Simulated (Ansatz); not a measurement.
Isolated molecules relaxed with PBE0-D4/def2-TZVP in Ansatz; ΔE leaves out vibrations. CBS: MP2 limit from def2 TZ/QZ plus the TZ coupled-cluster correction, frozen cores. This one scheme is used for every species. DFT in def2-TZVPP. For Ge outer-core shells are correlated without core-valence functions, which leaves a few kJ/mol of doubt a bond. Scalar relativity is left out up to krypton. One conformer a species, not always the lowest.

`[F][Ge]([F])([F])[Cl]` + H₂O → `[OH][Ge]([F])([F])[F]` + HCl  (formal hydrolysis of a Ge–Cl bond)

`[F][Ge]([F])([F])[Cl]`:

Z-matrix (Å, degrees):
```
Ge
F 1 1.698
F 1 1.698 2 107.7
Cl 1 2.086 2 111.2 3 122.1
F 1 1.698 2 107.7 3 -115.8
```

H₂O:

Z-matrix (Å, degrees):
```
O
H 1 0.960
H 1 0.960 2 105.1
```

`[OH][Ge]([F])([F])[F]`:

```xyz
6

O     0.038   -0.735   -1.192
Ge   -0.168    0.110    0.302
F    -1.720   -0.232    0.890
F     0.971   -0.353    1.481
F    -0.014    1.797    0.128
H     0.892   -0.587   -1.608
```

HCl:

Z-matrix (Å, degrees):
```
Cl
H 1 1.279
```

```csv
level,ΔE (kJ/mol)
PBE-D4,29.5
BLYP-D4,26.1
PBE,28.1
r2SCAN0,25.3
```

Question: What does CCSD(T)/CBS give? (Best estimate.)

Answer: The calculation gave: +24.3 kJ/mol. The listed levels differ from it by 5.2, 1.8, 3.8, 1.0 kJ/mol.

Largest T1 diagnostic among the species: 0.012.

Leaving LDA and LC-ωPBE aside and taking each functional with its dispersion term where it has one, the values, not all of them listed here, spread over 9.0 kJ/mol, from CAM-B3LYP-D4 to revPBE-D4. LDA lies −4.4 kJ/mol from PBE without D4. At CCSD(T), def2-SVP lies −9.8 kJ/mol from the extrapolated value and def2-TZVPP −5.5 kJ/mol.
